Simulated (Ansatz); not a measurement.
Relaxation of C₂H₇ClSSi (12 atoms, charge 0, multiplicity 1), to a largest force component of 0.02 eV/Å in at most 50 steps.

These are results of UKS B3LYP-D4/6-31G* (Ansatz 0.2.0), not measurements.

```xyz
12
Properties=species:S:1:pos:R:3:forces:R:3
C -0.542 0.206 1.598 -2.18 3.08 -0.26
C 0.705 0.458 0.825 1.05 0.48 1.25
S 1.107 -0.982 -0.199 1.54 -1.05 0.30
Si 0.047 -0.762 -1.974 -2.47 -0.24 0.69
Cl 0.514 0.946 -2.944 0.28 1.05 -0.69
H -0.789 1.134 2.224 0.43 -1.09 -0.47
H -0.511 -0.629 2.237 0.11 -1.28 0.75
H -1.407 0.155 0.905 0.24 -0.43 0.34
H 1.524 0.628 1.587 -0.33 -0.44 -1.12
H 0.657 1.366 0.235 -0.08 0.20 -0.27
H -1.474 -0.670 -1.592 1.15 0.00 -0.52
H 0.246 -1.905 -2.868 0.26 -0.28 -0.02
```

Question: Where does it end, and by what steps?

Answer: The run converged. The force dipped under the threshold on the way, but the program's further checks kept it going. After 12 steps the energy has fallen by 0.416 eV; Cl5 moved furthest, 0.28 Å.

```csv
step,energy less start (eV),largest force component (eV/Å),accepted
0,0.0000,3.080,yes
1,-0.2862,0.961,yes
2,-0.4053,0.287,yes
3,-0.4113,0.100,yes
4,-0.4120,0.102,yes
5,-0.4141,0.037,yes
6,-0.4148,0.008,yes
7,-0.4153,0.028,yes
8,-0.4156,0.031,yes
9,-0.4157,0.045,yes
10,-0.4159,0.031,yes
11,-0.4160,0.020,yes
12,-0.4160,0.007,yes
```

```xyz
12
Properties=species:S:1:pos:R:3
C -0.599 0.289 1.523
C 0.763 0.441 0.855
S 1.259 -1.006 -0.202
Si -0.022 -0.776 -1.885
Cl 0.270 1.051 -2.852
H -0.791 1.151 2.174
H -0.640 -0.619 2.132
H -1.408 0.241 0.788
H 1.560 0.503 1.602
H 0.817 1.346 0.244
H -1.461 -0.802 -1.533
H 0.328 -1.874 -2.812
```

Time of the run: 25 s on 2 threads of AMD EPYC 9R45 96-Core Processor (Zen 5), with other jobs on the host, peak memory 0.36 GiB.
